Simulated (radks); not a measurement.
Problem. Species: Ni I. Configuration: [Ar] 3d8.75 4s1.25 (fractional occupations, a model configuration). Calculated with a radial shooting solver on a logarithmic mesh with Libxc functionals: scalar-relativistic Kohn-Sham, SCAN, spin-unpolarised, spherical densities, finite nucleus; meta-GGA in the generalised Kohn-Sham scheme; Fermi nuclear charge, rms radius 3.7757 fm. Some entries of the table are withheld. Estimate them.

| orbital | occ. | eigenvalue (eV) | r(max) (bohr) |
|---|---|---|---|
| 1s | 2 | -8235.060 | 0.03541 |
| 2s | 2 | -988.1295 | 0.2042 |
| 2p | 6 | (1) | (2) |
| 3s | 2 | -111.0677 | 0.6401 |
| 3p | 6 | -69.8760 | 0.6489 |
| 3d | 8.75 | -5.6465 | (3) |
| 4s | 1.25 | -4.9284 | (4) |

Solution. 
(1) 2p eigenvalue (eV): -847.7475
(2) 2p r(max) (bohr): 0.1649
(3) 3d r(max) (bohr): 0.6389
(4) 4s r(max) (bohr): 2.345
